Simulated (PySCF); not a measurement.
B(Cl)2(I), BCl2I, SMILES ClB(Cl)I, singlet, PBE0/def2-SVP optimised geometry.

```
4

B     -0.63     0.00     0.00
Cl    -1.50    -1.50     0.00
Cl    -1.50     1.50     0.00
I      1.50     0.00     0.00
```

Density from PBE0/def2-TZVP, def2 effective core potentials past Kr run with PySCF at that geometry. The core electrons that the potentials of I replace are not part of the density.

Minimum of the electron density along straight lines between bonded atoms, close to the bond critical point (lines longer than 1.1 times the sum of covalent radii, or with two minima, are not listed):

| bond | length / Å | ρ at the minimum / e bohr⁻³ | ∇²ρ there / e bohr⁻⁵ | position (fraction from the first atom) |
|---|---|---|---|---|
| B1–Cl2 | 1.740 | 0.157 | -0.03 | 0.30 |
| B1–Cl3 | 1.740 | 0.157 | -0.03 | 0.30 |
| B1–I4 | 2.126 | 0.120 | -0.17 | 0.40 |
